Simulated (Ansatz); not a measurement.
A geometry relaxed with Ansatz (a quantum-chemistry and plane-wave program) with B3LYP-D3(BJ)/def2-TZVP, charge 0, multiplicity 1:

```xyz
7

O     -1.1515     0.7199    -0.3425
H     -0.5837    -0.8718     0.9070
B      1.1999    -0.0210    -0.0298
C     -0.3077    -0.3932    -0.0408
O      2.3598     0.2983     0.0016
H     -1.0301     1.4012     0.3276
H     -0.4868    -1.1334    -0.8231
```

Problem. Write the SMILES of this molecule.

Solution. `O=BCO`
